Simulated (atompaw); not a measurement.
**Logarithmic derivatives: samarium (Sm), PAW (atompaw)**

atompaw 4.2.0.5 input, output lines left out:

```
Sm 62
GGA-PBE scalarrelativistic loggrid 2001 logderivrange -5 5 251
6 6 5 4 0 0
6 1 0
5 2 0
4 3 6
0 0 0
c
c
c
c
v
v
c
c
c
v
v
c
c
v
v
3
3.00 2.25 2.80 1.65
n
n
y
1.1
n
y
0.7
n
custom rrkj gramschmidtortho sinc
bessel
2.05
3.00
2.15
3.00
3.00
3.00
1.35
1.35
```

The phase is arctan(r·u′/u) with u = r·R(r), unwrapped; energies in Ry, scanned from -5 to 5 Ry. A pole is an energy at which the radial function vanishes at the test radius. The pseudo phase is shifted by a multiple of π to meet the all-electron one at the reference energy, and phase errors are pseudo minus all-electron; the curves can meet again beyond the range given. Levels narrower than the energy grid can be missing from the lists of poles.

```csv
channel,radius (bohr),reference energy (Ry),"poles, all-electron","poles, pseudo",unbroken range about the reference energy with phases within 0.05 rad,phase error 1 Ry above the reference energy (rad)
s,3.00,-0.26,"-3.13, 2.48","-3.13, 2.12",below 2.5,-0.023
p,3.00,-0.09,"-1.54, 3.73","-1.54, 4.66",below 0.9,+0.048
d,3.00,-0.12,0.67,0.67,below 2.8,-0.000
f,3.00,-0.18,"-0.14, 3.33","-0.14, 3.48",below 4.4,+0.000
```

Phases in the d channel:

| E (Ry) | all-electron | pseudo |
| --- | --- | --- |
| -5.00 | 1.419 | 1.419 |
| -4.52 | 1.411 | 1.411 |
| -4.04 | 1.401 | 1.401 |
| -3.56 | 1.389 | 1.389 |
| -3.08 | 1.374 | 1.373 |
| -2.60 | 1.354 | 1.354 |
| -2.12 | 1.327 | 1.326 |
| -1.64 | 1.284 | 1.284 |
| -1.16 | 1.208 | 1.208 |
| -0.68 | 1.010 | 1.010 |
| -0.20 | -0.142 | -0.142 |
| 0.28 | -1.375 | -1.375 |
| 0.76 | -1.598 | -1.598 |
| 1.24 | -1.711 | -1.711 |
| 1.72 | -1.821 | -1.821 |
| 2.20 | -2.002 | -2.006 |
| 2.68 | -2.528 | -2.561 |
| 3.16 | -3.824 | -3.885 |
| 3.64 | -4.346 | -4.374 |
| 4.12 | -4.515 | -4.534 |
| 4.60 | -4.598 | -4.614 |
